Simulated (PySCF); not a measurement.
**Computed properties of C₂H₆GeO₂, SMILES [O](C=C)[GeH2][OH]**

C2H6GeO2, SMILES C=C[O][GeH2][OH]. Geometry optimised at r2SCAN-D4/def2-SVP. The structure was generated by enumeration, and PubChem lists no compound with its InChIKey, so it may never have been made. One conformer was computed; it need not be the lowest. All values are computed for the isolated molecule unless a solvent is named; none is compared with measurement here.

**Structure.** All 27 harmonic modes at r2SCAN-D4/def2-SVP (PySCF) are real, so it is a minimum. With heavy atoms numbered as in [CH2:1]=[CH:2][O:3][GeH2:4][OH:5], the shortest bond between them is C1–C2 at 1.338 Å and the longest O3–Ge4 at 1.796 Å.

**Vibrations.** The strongest infrared lines (harmonic, unscaled, degenerate partners summed) lie at 1203 cm⁻¹ (265 km/mol, C 46 %, O 32 %, H 22 %), 1707 cm⁻¹ (225 km/mol, C 86 %, H 13 %), 809 cm⁻¹ (145 km/mol, H 95 %). The softest mode is at 47 cm⁻¹ and the zero-point energy is 47.7 kcal/mol.

**Electronic structure.** ωB97X/def2-TZVP (PySCF) places the frontier levels at -8.99 and 2.31 eV, a gap of 11.30 eV, and gives a dipole moment of 1.31 D and a mean polarisability of 60.8 bohr³. PBE/def2-TZVP (PySCF) at the same geometry gives -5.46 and -0.69 eV, so its gap is 6.53 eV narrower. An orbital gap is neither the optical nor the fundamental gap.

**Excitations.** TDA-M06-2X/def2-SVPD (PySCF) has S1 at 6.20 eV (200 nm, f = 0.020, weak); the most intense of the 10 singlets computed lies at 7.34 eV (f = 0.45). T1 (TDA) is at 4.49 eV, 1.71 eV under S1. TDA-PBE/def2-SVPD (PySCF) puts S1 at 4.73 eV. No vertical singlet excitation falls in the visible range (under 3.1 eV).

**NMR.** GIAO shifts at PBE0/pcSseg-1 (PySCF) (non-relativistic, atoms alike by connectivity averaged): ¹³C from 100.5 to 160.2 ppm against TMS; ¹H from 1.6 to 7.1 ppm against TMS.
